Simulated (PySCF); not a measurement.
The group X on BH2-X is varied. All species are isolated molecules in the gas phase. One relaxed conformer stands for each flexible species; it need not be the lowest. Strings in code marks are SMILES.

These are M06-2X/def2-TZVP (PySCF) values and carry that method's errors. All candidates: neutral, multiplicity 1. Delta-SCF ions had no search for a lower state. Excitations are Tamm–Dancoff values on a coarser integration grid. The basis has no diffuse functions, so Rydberg states are missing or too high.

- HOMO–LUMO gap: 8.48 eV
- vertical ionisation energy (Delta-SCF): 10.48 eV
- T1 excitation (TDA): 4.34 eV

Question: Name which member has these values.
A) `BS(C)=O`
B) `BN`
C) `BC(=O)OC`
D) `BC(C)C`

Answer: C, `BC(=O)OC`. The others give `BC(C)C`: 9.22 eV, 10.75 eV, 4.97 eV; `BN`: 11.15 eV, 11.39 eV, 6.25 eV; `BS(C)=O`: 7.80 eV, 9.00 eV, 3.47 eV
